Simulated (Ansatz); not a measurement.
Calculated with Ansatz (gas phase, PBE0-D4/def2-TZVP geometries, no zero-point term in ΔE). CCSD(T)/CBS is the MP2 limit (def2-TZVPP, def2-QZVPP) plus CCSD(T) − MP2 in def2-TZVPP, frozen cores. Functionals use def2-TZVPP. One conformer a species, not always the lowest.

Consider the isomerisation: `O=C=NC[SiH3]` → `O=C/N=C\[SiH3]`.

```tsv
level	ΔE (kJ/mol)
CAM-B3LYP-D4	88.4
CCSD(T)/def2-SVP	83.3
```

(1) What does CCSD(T)/CBS give? (An estimate is asked.)

Largest T1 diagnostic among the species: 0.017.

## Answers

(1) Computed: +78.9 kJ/mol. The listed levels differ from it by 9.5, 4.4 kJ/mol.

Leaving LDA and LC-ωPBE aside and taking each functional with its dispersion term where it has one, the values, not all of them listed here, spread over 14.3 kJ/mol, from ωB97M-V to PBE-QIDH. LDA lies +5.4 kJ/mol from PBE without D4. The D4 term adds −3.3 kJ/mol with B3LYP and −1.6 kJ/mol with PBE0; it sums over pairs of atoms, weighted by their polarisabilities, and B3LYP, whose exchange is more repulsive, gets the larger term. At CCSD(T), def2-SVP lies +4.4 kJ/mol from the extrapolated value and def2-TZVPP +0.6 kJ/mol.

CCSD(T)/CBS has its own doubt, a few kJ/mol and more with outer-core shells, so smaller differences from it don't rank the levels.

B3LYP here is the variant with VWN-RPA as its local correlation; programs differ in this.
